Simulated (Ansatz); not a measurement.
Reaction (substitution at a C–O bond): `OCO[SiH3]` + H₂S → `OCS` + `O[SiH3]`

Program: Ansatz. Geometries: PBE0-D4/def2-TZVP. ΔE: electronic, gas phase. CBS: MP2 limit from def2 TZ/QZ plus the TZ coupled-cluster correction, frozen cores. This one scheme is used for every species. Functionals use def2-TZVPP. One conformer a species, not always the lowest.

```
    species  r2SCAN0-D4 energy (Eh)
`OCO[SiH3]`              -481.61248
        H₂S              -399.37011
      `OCS`              -513.86587
  `O[SiH3]`              -367.11759
```

Question: Work out ΔE.

Answer: ΔE = (-513.86587) + (-367.11759) − (-481.61248) − (-399.37011) = -0.00087 Eh = -0.5 kcal/mol. CCSD(T)/CBS gives -1.5 kcal/mol.

Largest T1 diagnostic among the species: 0.011.

In def2-TZVPP, CCSD(T) changes the Hartree–Fock value by −2.0 kcal/mol (the triples alone add −0.3 kcal/mol) and MP2 by −3.4 kcal/mol. Leaving LDA and LC-ωPBE aside and taking each functional with its dispersion term where it has one, the values, not all of them listed here, spread over 2.2 kcal/mol, from revPBE-D4 to CAM-B3LYP-D4. LDA lies +1.4 kcal/mol from PBE without D4.
